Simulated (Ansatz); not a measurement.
Mulliken charges of C$_{2}$H$_{5}$AlBrF (`C[CH2][Al]([F])[Br]`) from ωB97M-V/def2-TZVPP in Ansatz (PBE0-D4/def2-TZVP geometry).

| atom | x (Å) | y (Å) | z (Å) | charge (e) |
| --- | --- | --- | --- | --- |
| C1 | -0.392 | 0.670 | 1.074 | -0.311 |
| C2 | 0.650 | 0.306 | 0.018 | -0.365 |
| Al3 | 0.100 | -1.005 | -1.301 | 0.680 |
| F4 | 1.131 | -1.488 | -2.490 | -0.332 |
| Br5 | -1.942 | -1.948 | -1.311 | -0.218 |
| H6 | -0.006 | 1.412 | 1.778 | 0.109 |
| H7 | -1.296 | 1.085 | 0.623 | 0.108 |
| H8 | -0.701 | -0.202 | 1.655 | 0.108 |
| H9 | 0.975 | 1.197 | -0.533 | 0.111 |
| H10 | 1.564 | -0.078 | 0.489 | 0.111 |

Problem. By hand: the dipole of these point charges (1 e Å = 4.8032 D).

Solution. Σ q r = (0.066, 0.289, 0.322) e Å, of length 0.438 e Å = 2.10 D.

Problem. How does the dipole of the full density compare? (Estimate.)

Solution. Computed: (0.110, 0.311, 0.324) e Å, 2.22 D; the point charges give 0.95 times that, at 5° from its direction.

Point charges leave out the atoms' own dipoles, such as those of lone pairs, and Mulliken's split depends on the basis, so the close match here is no proof of good charges.
